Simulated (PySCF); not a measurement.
This PySCF input asks for the NMR shieldings of `CCN(C)[P-]CN(C)C`, [C₆H₁₆N₂P]-; the geometry comes from GFN2-xTB.

```python
import basis_set_exchange as bse
import numpy as np
from pyscf import gto, dft
from pyscf.prop import nmr

atoms = """
C    -2.755851    1.015208   -0.295985
C    -2.542327   -0.358456    0.315878
N    -1.134180   -0.699229    0.410675
C    -1.000573   -2.071505    0.832823
P    -0.108895    0.450413    1.306653
C     0.723225    1.200103   -0.211793
N     2.088229    0.789700   -0.543188
C     2.134059   -0.636651   -0.780286
C     2.987347    1.145010    0.532780
H    -2.132138    1.715960    0.256988
H    -3.803376    1.310855   -0.231801
H    -2.442206    1.019155   -1.337839
H    -3.023554   -1.127010   -0.314544
H    -3.037951   -0.395246    1.305504
H    -1.372764   -2.737282    0.037964
H     0.049471   -2.287279    1.016029
H    -1.563269   -2.301840    1.754200
H     0.090090    0.972021   -1.072530
H     0.753445    2.288814   -0.075802
H     1.796340   -1.197002    0.103011
H     3.155620   -0.935006   -1.034193
H     1.470323   -0.874085   -1.611267
H     2.987908    2.230056    0.646614
H     2.669782    0.696577    1.486459
H     4.000311    0.810865    0.291481
"""
names = dict.fromkeys(["C", "N", "P", "H"], "pcSseg-1")
basis = {el: gto.basis.parse(bse.get_basis(n, elements=[el], fmt="nwchem")) for el, n in names.items()}
mol = gto.M(atom=atoms, basis=basis, charge=-1, verbose=0)
mf = dft.RKS(mol, xc="PBE0")
mf.grids.level = 2
mf.grids.alignment = dft.numint.BLKSIZE   # the property module wants whole blocks of grid points
mf.conv_tol = 1e-9
mf.kernel()

calc = nmr.RKS(mf)   # GIAO
C = mf.mo_coeff
Co = C[:, mf.mo_occ > 0]
resp = mf.gen_response(singlet=True, hermi=2)
def vind(x):   # induced exchange potential for any number of trial vectors
    d = np.einsum("pi,xij,qj->xpq", C, 2 * x.reshape(-1, C.shape[1], Co.shape[1]), Co, optimize=True)
    return np.einsum("xpq,pi,qj->xij", resp(d - d.transpose(0, 2, 1)), C, Co, optimize=True).ravel()
mo1, _ = nmr.rhf.solve_mo1(calc, with_cphf=vind)
sigma = calc.kernel(mo1)
for i, s in enumerate(sigma):   # ppm
    print("%2d %-2s %9.2f" % (i, mol.atom_pure_symbol(i), np.trace(s) / 3))
```

**Question.** Give the expected output.

**Answer.** 
```
 0 C     167.59
 1 C     129.18
 2 N     210.83
 3 C     130.72
 4 P     296.16
 5 C     108.02
 6 N     235.90
 7 C     144.25
 8 C     144.12
 9 H      27.76
10 H      31.51
11 H      31.16
12 H      28.91
13 H      30.49
14 H      28.72
15 H      28.26
16 H      29.50
17 H      28.27
18 H      27.21
19 H      27.80
20 H      30.72
21 H      30.22
22 H      30.53
23 H      28.50
24 H      30.80
```

These numbers come from an equivalent density-fitted implementation of the same equations, which agrees with the script to about 0.01 ppm for H and up to a few tenths of a ppm for heavy atoms, so last digits may differ.

**Question.** Turn these shieldings into chemical shifts. Chemical shifts δ = σref − σ; TMS for $^{13}$C (186.93 ppm) and $^{1}$H (31.72 ppm); $^{15}$N (267.73 ppm) vs NH3; $^{31}$P (318.38 ppm) against H3PO4, all at this level.

**Answer.** Averaging equivalent atoms: C 5: 78.9; C 1: 57.7; C 3: 56.2; C 7/8: 42.7; C 0: 19.3; N 2: 56.9; N 6: 31.8; P 4: 22.2; H 17/18: 3.97; H 14/15/16: 2.89; H 12/13: 2.02; H 19/20/21/22/23/24: 1.96; H 9/10/11: 1.57 ppm. Experimental scales use liquid or dissolved standards, which lie at an offset from isolated NH3 (liquid NH3: subtract about 20 ppm) and H3PO4.

Size and cost of the density-fitted run: 240 basis functions, 75 s wall time on 1 thread of an Arm Neoverse V1, shared host; peak memory 1.1 GiB.
